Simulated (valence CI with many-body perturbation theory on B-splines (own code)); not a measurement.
# Level structure of Ga XXVI

Method: relativistic CI+MBPT: four valence electrons over a frozen Dirac-Fock core [He], radial functions for each j: 11 s, 11 p, 10 d, 8 f, 5 g, 2 h, with the one-electron correlation potential Σ1 (screened to all orders), the two-electron term Σ2, the three-electron term Σ3, Breit, model QED; selected single and double excitations, second order for the rest, scaled by the run's own slope (own B-spline code, finite nucleus).

No measured spectrum was set against this ion. As an estimate, levels of excited configurations hold to 0.05 to 0.15 % of their energy, terms of the ground configuration to about 0.5 %. Among the levels kept, up to 1000 cm⁻¹ of a level comes from second order outside the variational space, and about a tenth of that is noise between levels of different J, which matters for small intervals.

Levels 136 to 180 of 203, with energies above the lowest level, 2s²2p² ³P_0. "Leading %" is the weight of the configuration and term that name the level; weights of strongly mixed levels are sums over their largest components and can fall short, so below about 35 % the name and the second component can differ from the true leading terms, or belong to a minority configuration. Lifetimes count E1, E2, E3, M1 and M2 decay at the calculated energies, and are blank where another channel may lead or the interval is too uncertain; long ones can be off by a factor of two.

```tsv
No.	Configuration	Term	J	E (Ry)	Leading %	g	Second component	Lifetime
136	2s2p²3d	³F	3	120.94	43	1.164	23 % 2s2p²3d ³D	34.4 fs
137	2s2p²3p	³P°	0	120.96	82		16 % 2s2p²3p ¹S°	1.22 ps
138	2s2p²3d	³P	2	120.99	32	1.166	22 % 2s2p²3d ³F	32.2 fs
139	2s2p²3d	¹G	4	121.12	55	1.086	28 % 2s2p²3d ³F	37.3 fs
140	2s2p²3p	³P°	1	121.16	50	1.295	38 % 2s2p²3p ¹P°	119 fs
141	2s2p²3d	³S	1	121.19	36	1.607	28 % 2s2p²3d ³P	28.8 fs
142	2p³3s	⁵S°	2	121.30	49	1.683	27 % 2s2p²3p ³P°	623 fs
143	2s2p²3d	³D	2	121.31	54	1.230	27 % 2s2p²3d ³P	43.7 fs
144	2s2p²3d	³D	3	121.37	35	1.124	35 % 2s2p²3d ¹F	34.7 fs
145	2s2p²3p	¹D°	2	121.57	54	1.237	28 % 2s2p²3p ³P°	999 fs
146	2s2p²3d	¹D	2	121.66	46	1.197	34 % 2s2p²3d ³P	23.1 fs
147	2s2p²3d	¹P	1	121.71	51	1.294	25 % 2s2p²3d ³S	34.3 fs
148	2s2p²3d	¹S	0	121.73	76		22 % 2s2p²3d ³P	42.2 fs
149	2p³3s	³S°	1	121.85	35	1.326	30 % 2s2p²3p ¹P°	200 fs
150	2s2p²3p	¹P°	1	122.30	34	1.237	21 % 2s2p²3p ³S°	194 fs
151	2p³3p	⁵P	1	123.17	36	1.566	16 % 2s2p²3d ¹P	48.2 fs
152	2s2p²3d	³F	4	123.25	84	1.221	7 % 2s2p²3d ¹G	230 fs
153	2p³3p	⁵P	2	123.26	49	1.549	21 % 2p³3p ³P	72.2 fs
154	2s2p²3d	³D	3	123.28	58	1.231	32 % 2s2p²3d ³F	53.8 fs
155	2p³3s	³D°	2	123.28	58	1.320	16 % 2p³3s ⁵S°	283 fs
156	2s2p²3d	¹P	1	123.31	30	1.334	27 % 2p³3p ⁵P	46.7 fs
157	2s2p²3d	³D	2	123.42	52	0.995	26 % 2s2p²3d ³F	26.6 fs
158	2s2p²3d	³D	3	123.47	65	1.295	13 % 2s2p²3d ³F	85.6 fs
159	2p³3s	³D°	1	123.50	55	1.105	33 % 2p³3s ³S°	180 fs
160	2s2p²3d	³D	1	123.60	87	0.577	4 % 2s2p²3d ¹P	29.3 fs
161	2s2p²3d	³P	2	123.63	37	1.251	26 % 2s2p²3d ¹D	36.5 fs
162	2s2p²3d	¹D	2	123.76	43	1.125	36 % 2s2p²3d ³D	114 fs
163	2s2p²3d	³P	0	123.84	88		11 % 2s2p²3d ¹S	19.4 fs
164	2p³3s	³D°	3	123.86	95	1.328		245 fs
165	2p³3p	⁵P	3	123.87	66	1.531	13 % 2p³3p ³D	150 fs
166	2s2p²3d	³P	1	123.92	60	1.369	22 % 2s2p²3d ¹P	25.5 fs
167	2s2p²3d	¹F	3	123.96	77	1.041	10 % 2s2p²3d ³D	14.3 fs
168	2p³3p	³P	1	124.03	47	1.454	12 % 2p³3p ⁵P	55.0 fs
169	2p³3s	¹D°	2	124.15	71	1.048	22 % 2p³3s ³D°	148 fs
170	2p³3p	³P	2	124.37	29	1.337	22 % 2p³3p ⁵P	46.1 fs
171	2s2p²3d	¹D	2	124.68	63	1.122	10 % 2s2p²3d ³P	17.4 fs
172	2p³3p	³P	0	124.79	95			109 fs
173	2p³3p	³D	1	125.06	32	1.193	23 % 2p³3p ¹P	108 fs
174	2p³3p	³F	2	125.33	42	1.041	22 % 2p³3p ³D	125 fs
175	2p³3s	³P°	0	125.37	96			290 fs
176	2p³3s	³P°	1	125.52	70	1.360	24 % 2p³3s ¹P°	188 fs
177	2p³3p	³D	2	125.74	55	1.200	14 % 2p³3p ³F	127 fs
178	2p³3p	³F	3	125.74	71	1.172	17 % 2p³3p ³D	163 fs
179	2p³3p	¹F	3	125.88	51	1.184	35 % 2p³3p ³D	130 fs
180	2p³3d	⁵D°	2	125.92	60	1.305	19 % 2p³3d ³D°	650 fs
```

Names give the largest LS component (configuration and term), which can be under half, so a name can repeat, a term be missing and a line seem to break the LS rules; names also repeat where a configuration has a term twice.
